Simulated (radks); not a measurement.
Spherical jellium clusters: N electrons in a uniform positive sphere of charge N and radius rs N^(1/3), rs = 4.94 bohr. Method: non-relativistic Kohn-Sham, LDA (Slater exchange, Perdew-Wang correlation), spin-polarised, spherical densities; computed with a radial shooting solver with Libxc functionals. Levels are named by radial order and angular momentum (1s, 1p, 1d, 2s, ...), and open shells are averaged over m.

N = 18, configuration 1s2 1p6 1d10. This is the lowest configuration that the search found. Occupied and some empty levels:

level  occupation  eigenvalue (eV)  <r> (bohr)
1s              2          -3.9281       7.794
1p              6          -3.3498       9.443
1d             10          -2.6517       10.50
2s              0          -2.3983       8.465
1f              0          -1.8402       11.39
2p              0          -1.4087       10.29

Energy (eV): total -33.2806, kinetic 21.208, external -811.73, Hartree 403.93, exchange-correlation -55.288, background 408.60. Static polarisability (adiabatic kernel): 2721 bohr^3, against R^3 = 2170 for a classical metal sphere.
